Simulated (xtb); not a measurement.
Cl2Sb (SMILES [Cl][Sb+][Cl]), charge +1, singlet, from a rough starting geometry; xtb 6.7.1 with GFN2-xTB.

Input for xtb:
```
$ xtb mol.xyz --gfn 2 --chrg 1 --opt vtight --json

# file mol.xyz
3

Sb     0.66000850    -0.02271856     0.73068016
Cl     1.08766964     0.34771510    -1.44622759
Cl    -1.61572937    -0.30399403     0.73641113
```

It wrote (shortened):

```
   ID    Z sym.   atoms
    1   51 Sb     1
    2   17 Cl     2, 3

           -------------------------------------------------
          |                Calculation Setup                |
           -------------------------------------------------

           -------------------------------------------------
          |                 G F N 2 - x T B                 |
           -------------------------------------------------

          ...................................................
          :                      SETUP                      :
          :.................................................:
          :  # basis functions                  30          :
          :  # atomic orbitals                  27          :
          :  # shells                            9          :
          :  # electrons                        18          :
          :  max. iterations                   250          :
          :  Hamiltonian                  GFN2-xTB          :
          :  restarted?                      false          :
          :  GBSA solvation                  false          :
          :  PC potential                    false          :
          :  electronic temp.          300.0000000     K    :
          :  accuracy                    1.0000000          :
          :  -> integral cutoff          0.2500000E+02      :
          :  -> integral neglect         0.1000000E-07      :
          :  -> SCF convergence          0.1000000E-05 Eh   :
          :  -> wf. convergence          0.1000000E-03 e    :
          :  Broyden damping             0.4000000          :
          :  net charge                          1          :
          :  unpaired electrons                  0          :
          ...................................................

 iter      E             dE          RMSdq      gap      omega  full diag
   1    -10.5675768 -0.105676E+02  0.339E+01    0.87       0.0  T
   2    -10.5994708 -0.318940E-01  0.143E+01    4.47       1.0  T
   3    -10.8236412 -0.224170E+00  0.183E+01    1.31       1.0  T
   4    -10.9334213 -0.109780E+00  0.382E+00    1.86       1.0  T
   5    -10.9478036 -0.143822E-01  0.214E+00    2.15       1.0  T
   6    -10.9474163  0.387331E-03  0.132E+00    2.12       1.0  T
   7    -10.9453869  0.202931E-02  0.135E+00    2.37       1.0  T
   8    -10.9477505 -0.236355E-02  0.626E-01    2.28       1.0  T
   9    -10.9480834 -0.332887E-03  0.217E-01    2.24       1.0  T
  10    -10.9478689  0.214450E-03  0.379E-01    2.19       1.0  T
  11    -10.9479998 -0.130847E-03  0.253E-01    2.21       1.0  T
  12    -10.9480871 -0.873724E-04  0.321E-02    2.23       1.8  T
  13    -10.9480881 -0.953222E-06  0.974E-03    2.23       5.9  T
  14    -10.9480880  0.113571E-06  0.143E-02    2.23       4.0  T
  15    -10.9480882 -0.258077E-06  0.143E-03    2.23      40.5  T
  16    -10.9480882  0.467852E-09  0.179E-03    2.23      32.2  T
  17    -10.9480882 -0.169577E-08  0.736E-04    2.23      78.5  T
  18    -10.9480882 -0.594275E-09  0.361E-04    2.23     159.9  T

   *** convergence criteria satisfied after 18 iterations ***

         :::::::::::::::::::::::::::::::::::::::::::::::::::::
         ::                     SUMMARY                     ::
         :::::::::::::::::::::::::::::::::::::::::::::::::::::
         :: total energy             -10.943489186951 Eh    ::
         :: gradient norm              0.018871278912 Eh/a0 ::
         :: HOMO-LUMO gap              2.232106159836 eV    ::
         ::.................................................::
         :: SCC energy               -10.948088202366 Eh    ::
         :: -> isotropic ES            0.146325711257 Eh    ::
         :: -> anisotropic ES         -0.005077938977 Eh    ::
         :: -> anisotropic XC         -0.007402555492 Eh    ::
         :: -> dispersion             -0.002408856189 Eh    ::
         :: repulsion energy           0.004599015415 Eh    ::
         :: add. restraining           0.000000000000 Eh    ::
         :: total charge               1.000000000000 e     ::
         :::::::::::::::::::::::::::::::::::::::::::::::::::::

      -----------------------------------------------------------
     |                   =====================                   |
     |                        A N C O P T                        |
     |                   =====================                   |
     |               Approximate Normal Coordinate               |
     |                Rational Function Optimizer                |
      -----------------------------------------------------------
      -----------------------------------------------------------
     |                   =====================                   |
     |                        A N C O P T                        |
     |                   =====================                   |
     |               Approximate Normal Coordinate               |
     |                Rational Function Optimizer                |
      -----------------------------------------------------------

          ...................................................
          :                      SETUP                      :
          :.................................................:
          :   optimization level         verytight          :
          :   max. optcycles                   200          :
          :   ANC micro-cycles                  20          :
          :   degrees of freedom                 3          :
          :.................................................:
          :   RF solver                   davidson          :
          :   write xtbopt.log                true          :
          :   linear?                        false          :
          :   energy convergence         0.1000000E-06 Eh   :
          :   grad. convergence          0.2000000E-03 Eh/α :
          :   maxmium RF displ.          1.0000000          :
[...]
 * total energy  :   -10.9434892 Eh     change       -0.1995915E-09 Eh
 * total energy  :   -10.9432271 Eh     change        0.2620525E-03 Eh
 * total energy  :   -10.9441520 Eh     change       -0.9248581E-03 Eh
 * total energy  :   -10.9441532 Eh     change       -0.1212576E-05 Eh
 * total energy  :   -10.9441926 Eh     change       -0.3940751E-04 Eh
 * total energy  :   -10.9441926 Eh     change        0.9786834E-08 Eh
 * total energy  :   -10.9441926 Eh     change       -0.2582284E-07 Eh
   *** GEOMETRY OPTIMIZATION CONVERGED AFTER 7 ITERATIONS ***
[...]
          :  electronic temp.          300.0000000     K    :
          :  accuracy                    1.0000000          :
          :  -> integral cutoff          0.2500000E+02      :
          :  -> integral neglect         0.1000000E-07      :
          :  -> SCF convergence          0.1000000E-05 Eh   :
          :  -> wf. convergence          0.1000000E-03 e    :
          :  Broyden damping             0.4000000          :
          :  net charge                          1          :
          :  unpaired electrons                  0          :
          ...................................................

 iter      E             dE          RMSdq      gap      omega  full diag
   1    -10.9478281 -0.109478E+02  0.511E-05    2.16       0.0  T
   2    -10.9478281 -0.216716E-12  0.311E-05    2.16    1858.1  T
   3    -10.9478281 -0.309086E-12  0.252E-05    2.16    2294.6  T

   *** convergence criteria satisfied after 3 iterations ***

         :::::::::::::::::::::::::::::::::::::::::::::::::::::
         ::                     SUMMARY                     ::
         :::::::::::::::::::::::::::::::::::::::::::::::::::::
         :: total energy             -10.944192628883 Eh    ::
         :: gradient norm              0.000010948144 Eh/a0 ::
         :: HOMO-LUMO gap              2.160928185322 eV    ::
         ::.................................................::
         :: SCC energy               -10.947828064075 Eh    ::
         :: -> isotropic ES            0.146539478570 Eh    ::
         :: -> anisotropic ES         -0.005289124455 Eh    ::
         :: -> anisotropic XC         -0.007791625609 Eh    ::
         :: -> dispersion             -0.002414595934 Eh    ::
         :: repulsion energy           0.003635435193 Eh    ::
         :: add. restraining           0.000000000000 Eh    ::
         :: total charge               1.000000000000 e     ::
         :::::::::::::::::::::::::::::::::::::::::::::::::::::

           -------------------------------------------------
          |                Property Printout                |
           -------------------------------------------------

    * Orbital Energies and Occupations

         #    Occupation            Energy/Eh            Energy/eV
      -------------------------------------------------------------
         1        2.0000           -1.2774632             -34.7615
         2        2.0000           -1.2642795             -34.4028
         3        2.0000           -1.1205088             -30.4906
         4        2.0000           -0.7172264             -19.5167
         5        2.0000           -0.6979759             -18.9929
         6        2.0000           -0.6824764             -18.5711
         7        2.0000           -0.6670384             -18.1510
         8        2.0000           -0.6612510             -17.9936
         9        2.0000           -0.6594753             -17.9452 (HOMO)
        10                         -0.5800627             -15.7843 (LUMO)
        11                         -0.4795025             -13.0479
        12                         -0.4547994             -12.3757
        13                         -0.2286582              -6.2221
        14                         -0.2149728              -5.8497
        15                         -0.2140486              -5.8246
        16                         -0.2134134              -5.8073
        17                         -0.2127966              -5.7905
        18                         -0.2111531              -5.7458
        19                         -0.2110028              -5.7417
        20                         -0.2107559              -5.7350
       ...                                ...                  ...
        27                          0.5225609              14.2196
      -------------------------------------------------------------
                  HL-Gap            0.0794126 Eh            2.1609 eV
             Fermi-level           -0.6197690 Eh          -16.8648 eV

     #   Z          covCN         q      C6AA      α(0)
     1  51 Sb       1.642     0.629   377.573    38.096
     2  17 Cl       0.821     0.185    93.722    14.810
     3  17 Cl       0.821     0.185    93.723    14.810

 Mol. C6AA /au·bohr⁶  :       1487.555177
 Mol. C8AA /au·bohr⁸  :     105348.312992
 Mol. α(0) /au        :         67.716118

Wiberg/Mayer (AO) data.
largest (>0.10) Wiberg bond orders for each atom

 ---------------------------------------------------------------------------
     #   Z sym  total        # sym  WBO       # sym  WBO       # sym  WBO
 ---------------------------------------------------------------------------
     1  51 Sb   3.312 --     2 Cl   1.656     3 Cl   1.656
     2  17 Cl   1.757 --     1 Sb   1.656     3 Cl   0.101
     3  17 Cl   1.757 --     1 Sb   1.656     2 Cl   0.101
 ---------------------------------------------------------------------------

Topologies differ in total number of bonds
Writing topology from bond orders to xtbtopo.mol

molecular dipole:
                 x           y           z       tot (Debye)
 q only:        0.611      -0.015       0.653
   full:        0.808      -0.026       0.893       3.062
molecular quadrupole (traceless):
                xx          xy          yy          xz          yz          zz
 q only:        1.869       0.785      -3.143      -0.940      -0.787       1.274
  q+dip:        2.956       1.144      -5.409      -0.465      -1.245       2.453
   full:        0.864       0.338      -1.369      -0.315      -0.318       0.504

optimized geometry written to: xtbopt.xyz

           -------------------------------------------------
          | TOTAL ENERGY              -10.944192628883 Eh   |
          | GRADIENT NORM               0.000010948144 Eh/α |
          | HOMO-LUMO GAP               2.160928185322 eV   |
           -------------------------------------------------

normal termination of xtb
```
